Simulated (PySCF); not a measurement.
Coordinates in bohr (charge 0 multiplicity 2):
```
I     0.0202   -0.0804   -0.4167
O     3.0346    0.3570    1.1149
O    -1.4763    2.9521    1.2252
O    -1.7228   -2.6573    0.9339
```

These are results of UPBE0/[I def2-SVP with ECP28, O def2-SVP], scalar-relativistic core potentials, density fitting, no spin–orbit coupling, PySCF, not measurements.

This geometry of IO₃ is a stationary point at this level.

Problem. What is the point group?

Solution. C1.

Problem. Is it a minimum?

Solution. Yes: all harmonic wavenumbers are real.

Problem. List the harmonic modes with their infrared intensities.

Solution. 
| symmetry | ω (cm⁻¹) | IR (km/mol) |
| --- | --- | --- |
| a | 135 | 9.9 |
| a | 205 | 17.6 |
| a | 285 | 31.3 |
| a | 494 | 11.3 |
| a | 841 | 13.7 |
| a | 892 | 60.9 |

Problem. What is the atomisation energy, with and without zero-point energy?

Solution. 500 kJ/mol without, 483 kJ/mol with.

Other isomers or separated fragments may lie lower. At this level a doublet minimum of C3v symmetry lies 9 kJ/mol below this structure. No spin–orbit coupling is included, which matters more the heavier the element.
